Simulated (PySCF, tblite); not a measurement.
Species: C4H8OSi2.
Cartesian coordinates in Å at the GFN2-xTB level; atoms count from 1:
```
atom  x, y, z in Å
C1     0.618    1.415    3.246
C2     0.544    0.643    2.328
Si3    0.433   -0.556    0.925
C4    -1.206   -0.388   -0.043
C5    -0.867   -0.467   -1.540
Si6    0.906    0.206   -1.771
O7     1.467   -0.077   -0.259
H8     0.685    2.096    4.045
H9     0.822   -1.910    1.310
H10   -1.645    0.589    0.173
H11   -1.959   -1.129    0.228
H12   -1.622    0.045   -2.137
H13   -0.888   -1.514   -1.854
H14    1.732   -0.591   -2.670
H15    0.975    1.645   -2.003
```

Method used: CAM-B3LYP/def2-SVPD in PySCF (dipole) on a GFN2-xTB geometry, gas phase.

Masses are those of the commonest isotopes; rigid-rotor values at the optimised geometry. The values belong to one conformer with, in the numbering `[CH:1]#[C:2][Si@H:3]1[CH2:4][CH2:5][SiH2:6][O:7]1`, C2–Si3–C4–C5 137°, Si3–C4–C5–Si6 -29°, C4–C5–Si6–O7 24°, C5–Si6–O7–Si3 -9°.

(1) What are A, B and C (MHz)?

(2) What kind of rotor is it?

(3) What does the inertial defect say?

(4) Where do the levels up to J = 4 lie, in K?

(5) Which lines would a microwave search look for?

## Answers

(1) Ia = 139.15, Ib = 419.28, Ic = 483.10 u·Å²; 505379 MHz·u·Å²/I gives A = 3632, B = 1205, C = 1046 MHz.

(2) An asymmetric top. Ray's parameter κ = (2B − A − C)/(A − C) = -0.877; −1 is the prolate and +1 the oblate limit.

(3) Not planar: Δ = Ic − Ia − Ib = -75.33 u·Å². For a rigid frame Δ = −2 Σ m c², so Σ m c² = 37.67 u·Å² lies off the ab plane: 12.18 from hydrogen and 25.48 from heavier atoms. The atom farthest from that plane is 2.13 Å away.

(4) Above 0(0,0), as E/k:
J = 1: 1(0,1) 0.108, 1(1,1) 0.225, 1(1,0) 0.232
J = 2: 2(0,2) 0.324, 2(1,2) 0.433, 2(1,1) 0.456, 2(2,1) 0.805, 2(2,0) 0.806
J = 3: 3(0,3) 0.647, 3(1,3) 0.745, 3(1,2) 0.791, 3(2,2) 1.129, 3(2,1) 1.131, 3(3,1) 1.731, 3(3,0) 1.731
J = 4: 4(0,4) 1.075, 4(1,4) 1.162, 4(1,3) 1.238, 4(2,3) 1.561, 4(2,2) 1.567, 4(3,2) 2.164, 4(3,1) 2.164, 4(4,1) 3.005, 4(4,0) 3.005

(5) The dipole components are |μa| = 0.26 D, |μb| = 1.47 D, |μc| = 0.63 D. Intensities carry the squares of the components, which stand as 0.03 : 1.00 : 0.18 (a : b : c). Some lines, for components of 0.1 D or more:

```json
{"type": "a", "branch": "Q", "J(Ka,Kc)": "2(1,1) ← 2(1,2)", "MHz": "478", "lower level (cm⁻¹)": "0.301"}
{"type": "a", "branch": "Q", "J(Ka,Kc)": "4(1,3) ← 4(1,4)", "MHz": "1591", "lower level (cm⁻¹)": "0.807"}
{"type": "c", "branch": "Q", "J(Ka,Kc)": "3(1,3) ← 3(0,3)", "MHz": "2062", "lower level (cm⁻¹)": "0.449"}
{"type": "c", "branch": "Q", "J(Ka,Kc)": "1(1,1) ← 1(0,1)", "MHz": "2426", "lower level (cm⁻¹)": "0.075"}
{"type": "b", "branch": "Q", "J(Ka,Kc)": "1(1,0) ← 1(0,1)", "MHz": "2586", "lower level (cm⁻¹)": "0.075"}
{"type": "b", "branch": "Q", "J(Ka,Kc)": "2(1,1) ← 2(0,2)", "MHz": "2753", "lower level (cm⁻¹)": "0.225"}
{"type": "a", "branch": "R", "J(Ka,Kc)": "2(1,1) ← 1(1,0)", "MHz": "4662", "lower level (cm⁻¹)": "0.161"}
{"type": "a", "branch": "R", "J(Ka,Kc)": "3(1,3) ← 2(1,2)", "MHz": "6511", "lower level (cm⁻¹)": "0.301"}
{"type": "c", "branch": "Q", "J(Ka,Kc)": "4(2,3) ← 4(1,3)", "MHz": "6737", "lower level (cm⁻¹)": "0.860"}
{"type": "b", "branch": "R", "J(Ka,Kc)": "2(1,2) ← 1(0,1)", "MHz": "6770", "lower level (cm⁻¹)": "0.075"}
{"type": "c", "branch": "R", "J(Ka,Kc)": "2(1,1) ← 1(0,1)", "MHz": "7248", "lower level (cm⁻¹)": "0.075"}
{"type": "b", "branch": "Q", "J(Ka,Kc)": "2(2,0) ← 2(1,1)", "MHz": "7287", "lower level (cm⁻¹)": "0.317"}
{"type": "a", "branch": "R", "J(Ka,Kc)": "4(2,2) ← 3(2,1)", "MHz": "9075", "lower level (cm⁻¹)": "0.786"}
{"type": "c", "branch": "R", "J(Ka,Kc)": "3(1,2) ← 2(0,2)", "MHz": "9741", "lower level (cm⁻¹)": "0.225"}
{"type": "b", "branch": "R", "J(Ka,Kc)": "4(1,4) ← 3(0,3)", "MHz": "10734", "lower level (cm⁻¹)": "0.449"}
{"type": "c", "branch": "R", "J(Ka,Kc)": "4(1,3) ← 3(0,3)", "MHz": "12325", "lower level (cm⁻¹)": "0.449"}
{"type": "b", "branch": "Q", "J(Ka,Kc)": "3(3,0) ← 3(2,1)", "MHz": "12497", "lower level (cm⁻¹)": "0.786"}
{"type": "b", "branch": "R", "J(Ka,Kc)": "3(2,2) ← 2(1,1)", "MHz": "14034", "lower level (cm⁻¹)": "0.317"}
{"type": "c", "branch": "R", "J(Ka,Kc)": "3(2,1) ← 2(1,1)", "MHz": "14072", "lower level (cm⁻¹)": "0.317"}
{"type": "c", "branch": "R", "J(Ka,Kc)": "3(2,2) ← 2(1,2)", "MHz": "14511", "lower level (cm⁻¹)": "0.301"}
{"type": "b", "branch": "R", "J(Ka,Kc)": "3(2,1) ← 2(1,2)", "MHz": "14549", "lower level (cm⁻¹)": "0.301"}
{"type": "b", "branch": "R", "J(Ka,Kc)": "4(2,3) ← 3(1,2)", "MHz": "16045", "lower level (cm⁻¹)": "0.550"}
{"type": "c", "branch": "R", "J(Ka,Kc)": "4(2,2) ← 3(1,2)", "MHz": "16158", "lower level (cm⁻¹)": "0.550"}
{"type": "c", "branch": "R", "J(Ka,Kc)": "3(3,0) ← 2(2,0)", "MHz": "19282", "lower level (cm⁻¹)": "0.560"}
{"type": "c", "branch": "R", "J(Ka,Kc)": "3(3,1) ← 2(2,1)", "MHz": "19289", "lower level (cm⁻¹)": "0.560"}
{"type": "b", "branch": "R", "J(Ka,Kc)": "3(3,0) ← 2(2,1)", "MHz": "19290", "lower level (cm⁻¹)": "0.560"}
{"type": "b", "branch": "R", "J(Ka,Kc)": "4(3,2) ← 3(2,1)", "MHz": "21518", "lower level (cm⁻¹)": "0.786"}
```

Its GFN2-xTB frequencies are all real (lowest 62 cm⁻¹). No vibrational averaging or centrifugal distortion is included, and the geometry carries the error of its method.

The run took 94 s of wall time (with the writing of density and orbital grids) on one thread of an Arm Neoverse N1, shared host, and the process peaked at 0.95 GiB of memory. This is the CAM-B3LYP/def2-SVPD job that gave the dipole, with the excitations it also computed.
